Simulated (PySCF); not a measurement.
From computed data to an observable: entropy of an ideal gas

C₂H₃F₃, SMILES CC(F)(F)F.

Geometry optimised at PBE-D3(BJ)/def2-SVP.

PBE-D3(BJ)/def2-SVP (PySCF) gives the harmonic wavenumbers 232, 353, 353, 526, 526, 588, 822, 935, 935, 1212, 1212, 1248, 1372, 1406, 1406, 3009, 3116, 3116 cm⁻¹ and the rotational temperatures 0.2583, 0.2454, 0.2454 K. The molar mass is 84.04 g/mol, the symmetry number 3, the spin multiplicity 1.

Problem. Work out the entropy at 298.15 K and 1 atm in the rigid-rotor, harmonic-oscillator model.

Solution. 
Translation (Sackur–Tetrode at 1 atm): S = R[1.5 ln M + 2.5 ln T − 1.16487] = 164.0 J/(mol K).
Rotation: q = (√π/σ) T^1.5/√(θA θB θC) = 24400, S = R[ln q + 3/2] = 96.5 J/(mol K).
Vibration: with u = 1.4388 ν/T, each mode gives R[u/(e^u − 1) − ln(1 − e^−u)]:
```
ν (cm⁻¹)  modes     u  S (J/(mol K))
--------  -----  ----  -------------
232           1  1.12           7.80
353           2  1.70           9.65
526           2  2.54           4.99
588           1  2.84           1.97
822           1  3.97           0.80
935           2  4.51           1.02
1212          2  5.85           0.33
1248          1  6.02           0.14
1372          1  6.62           0.08
1406          2  6.78           0.15
```
The stiffer modes add less than 0.005 each. Sum 26.9 J/(mol K).
Spin: R ln 1 = 0.0 J/(mol K).
Total 287.4 J/(mol K); the program's own thermochemistry gives 287.4. Translation makes up 57 % and vibration 9 %. Anharmonicity, hindered rotation and orbital degeneracy are left out.
